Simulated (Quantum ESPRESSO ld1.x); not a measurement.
Values are calculated unless marked as measured or tabulated.
Q: Nb2.5+, configuration [Kr] 4d(up 1.5, down 1) (fractional occupations, a model configuration). Level of theory: scalar-relativistic Kohn-Sham, LDA (Slater exchange, Perdew-Wang correlation), spin-polarised, spherical densities, point nucleus (ld1.x of Quantum ESPRESSO 7.5). Some entries of the table are withheld. Estimate them.

orbital  occ.  eigenvalue (eV)  r(max) (bohr)  <r> (bohr)
1s down     1         -18806.2        0.02352     0.03613
1s up       1         -18806.2        0.02352     0.03613
2s up       1         -2652.23         0.1334      0.1582
2s down     1         -2652.17         0.1334      0.1582
2p up       3         -2372.65         0.1065      0.1378
2p down     3         -2372.61         0.1065      0.1378
3s up       1         -462.211         0.3961      0.4441
3s down     1         -462.172         0.3961      0.4441
3p up       3         -370.838         0.3895      0.4464
3p down     3         -370.796         0.3895      0.4464
3d up       5              (1)         0.3338      0.4332
3d down     5              (2)         0.3338      0.4332
4s up       1         -82.4560          1.028       1.150
4s down     1         -82.1613          1.027       1.149
4p up       3         -58.3428          1.117       1.282
4p down     3         -58.0212          1.116       1.281
4d up     1.5         -25.0395            (3)       1.777
4d down     1         -24.6946            (4)       1.780

A: 
(1) 3d up eigenvalue (eV): -220.978
(2) 3d down eigenvalue (eV): -220.921
(3) 4d up r(max) (bohr): 1.425
(4) 4d down r(max) (bohr): 1.424
